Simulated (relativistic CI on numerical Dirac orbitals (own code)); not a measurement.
## Os⁷⁺: 4d photoemission

Computed with this model: Dirac-Coulomb-Breit CI, separate exchange-only KLI orbitals for each configuration, model QED (radiative potential, 1s self-energy scaled to tabulated hydrogen-like ionisation energies), valence Slater integrals scaled by 0.7, multiplet model of photoemission in the sudden approximation; configurations [Xe] 4f14 5d → [Kr] 4d9 4f14 5s2 5p6 5d; 80 K; Lorentzian 3.5 eV and Gaussian 0.6 eV FWHM. Energies are those of the free ion, without screening or charge transfer. The energies are binding energies and can lie tens of eV above those of solids. S is read from ⟨S²⟩ = S(S + 1).

Computed curve for free ion, scaled to 100 at the maximum (points under 2 are left out and the grid is thinned):

(Energy (eV), Intensity): (380.8, 2.0), (382.0, 2.4), (382.8, 2.7), (384.0, 3.3), (384.8, 3.8), (386.0, 4.9), (386.8, 5.9), (388.0, 8.1), (389.2, 11.7), (390.0, 15.7), (391.2, 26.5), (392.0, 39.9), (393.2, 74.4), (394.0, 96.7), (395.2, 85.7), (396.0, 59.9), (397.2, 32.6), (398.4, 19.7), (399.2, 15.3), (400.4, 11.5), (401.2, 10.2), (402.4, 9.5), (403.2, 9.9), (404.4, 12.0), (405.6, 17.3), (406.4, 24.3), (407.6, 44.1), (408.4, 59.8), (409.6, 58.5), (410.4, 43.3), (411.6, 25.2), (412.4, 19.0), (413.6, 13.0), (414.8, 8.4), (415.6, 6.4), (416.8, 4.6), (417.6, 3.8), (418.8, 2.9), (419.6, 2.5), (420.8, 2.1)

The ground state has S = 0.50, and the centroid lies at 400.29 eV.
